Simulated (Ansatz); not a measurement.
System: SiH₃I, charge 0, singlet. SiH3I (SMILES [SiH3]I).
B3LYP-D3(BJ)/def2-TZVP minimum from Ansatz (a quantum-chemistry and plane-wave program):
```
Si
H 1 1.4759
H 1 1.4759 2 110.55
H 1 1.4759 2 110.55 3 122.76
I 1 2.4592 2 108.36 3 -118.62
```

Total energies in hartree (Ansatz). Open shells are spin-unrestricted; no spin-orbit coupling. Cores are frozen in correlated methods (noble-gas shells, and filled d and f shells in the p block). Past Kr the def2 sets carry scalar-relativistic core potentials. Where a partner has so few electrons that a lower coupled-cluster level is exact, that level stands in. Spin-orbit terms, left out, reach several kcal/mol for Br and I, and more for heavier atoms.

```csv
species,HF/def2-TZVPP,CCSD(T)/def2-TZVPP,HF/def2-QZVPP,CCSD(T)/def2-QZVPP,CCSDT(Q)/def2-TZVPP
1: SiH3I (SMILES I[SiH3]),-587.38605,-587.70137,-587.39653,-587.74108,-587.70288
2: Si (triplet),-288.85084,-288.92770,-288.85873,-288.93839,-288.92853
3: I (doublet),-296.65857,-296.79430,-296.65973,-296.81374,-296.79495
4: H (doublet),-0.49981,-0.49981,-0.49998,-0.49998,-0.49981
```

Question: Work out the atomisation energy (electronic, to ground-state atoms) in kcal/mol: take Hartree-Fock from def2-QZVPP, extrapolate the CCSD(T) correlation energy as X^-3 (X = 3, 4), and add CCSDT(Q) - CCSD(T) in def2-TZVPP. 1 hartree = 627.51 kcal/mol.

Answer: 
Species 1: correlation (64·(-0.34455) - 27·(-0.31532))/37 = -0.36588; step -0.00151; E1 = -587.39653 + (-0.36588) + (-0.00151) = -587.76392
Species 2: correlation (64·(-0.07966) - 27·(-0.07686))/37 = -0.08170; step -0.00083; E2 = -288.85873 + (-0.08170) + (-0.00083) = -288.94126
Species 3: correlation (64·(-0.15401) - 27·(-0.13573))/37 = -0.16735; step -0.00065; E3 = -296.65973 + (-0.16735) + (-0.00065) = -296.82773
Species 4: correlation (64·(0.00000) - 27·(0.00000))/37 = 0.00000; step +0.00000; E4 = -0.49998 + (0.00000) + (+0.00000) = -0.49998
-1·E1 +1·E2 +1·E3 +3·E4 = 0.49499 hartree = 310.6 kcal/mol.
